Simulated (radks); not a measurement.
Task: The mean radii <r> (bohr) of the occupied orbitals of an atom or ion are listed with their occupations. All-electron calculation, Dirac Kohn-Sham, LB94 model potential, spin-unpolarised, spherical densities, finite nucleus; Fermi nuclear charge, rms radius of each element as measured or else 0.836 A^(1/3) + 0.57 fm. Program: a radial shooting solver on a logarithmic mesh with Libxc functionals.

orbital  occ.      <r>
1s1/2       2  0.02900
2s1/2       2   0.1230
2p1/2       2   0.1038
2p3/2       4   0.1090
3s1/2       2   0.2991
3p1/2       1   0.2838

Name the element and its charge. Open shells, if any, fill j = l - 1/2 first.

Result: Z = 50, tin, charge +37: Sn37+ in [Ne] 3s2 3p1. The 1s radius gives Z: for a bare nucleus <r> = (2 gamma + 1)/(2Z) with gamma = sqrt(1 - (Z/c)^2), 0.02862 bohr for Z = 50, and screening makes it slightly larger (0.02900 here). The occupations add up to 13, and the charge is Z minus that.
